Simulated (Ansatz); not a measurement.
Reactions of C$_{3}$H$_{4}$N$_{2}$O, SMILES `CN=C(O)C#N`.

Program: Ansatz. Geometries: PBE0-D4/def2-TZVP. ΔE: electronic, gas phase. CCSD(T)/CBS adds triple-zeta CCSD(T) − MP2 to the extrapolated MP2 energy (def2 sets, frozen cores). This one scheme is used for every species, atoms too. Double bonds are as drawn, so ΔE can hold a change between cis and trans. DFT in def2-TZVPP. Open shells (•) are unrestricted, without spin–orbit coupling. Spin–orbit coupling would lower the free atoms: a little for C, O. One conformer a species, not always the lowest.

| reaction | r2SCAN-D4 (eV) | CCSD(T)/CBS(def2) (eV) |
| --- | --- | --- |
| `C/N=C(/O)C#N` + `N#C[SiH](F)F` → `N#C[Si](F)(F)C#N` + `C/N=C/O` | -0.40 | -0.47 |
| `C/N=C(/O)C#N` + `OCO` → `N#COCO` + `C/N=C/O` | 0.55 | 0.67 |
| `C/N=C(/O)C#N` + H₂O → `CN=C(O)O` + `C#N` | 0.05 | 0.11 |
| `C/N=C(/O)C#N` → `Nc1ncco1` | -0.77 | -0.57 |
| `C/N=C(/O)C#N` + HCl → `C/N=C(/O)Cl` + `C#N` | 0.26 | 0.26 |
| `C/N=C(/O)C#N` → 3 C• + 4 H• + 2 N• + O• | 45.06 | 44.88 |

Largest T1 diagnostic: 0.014, for `Nc1ncco1`.
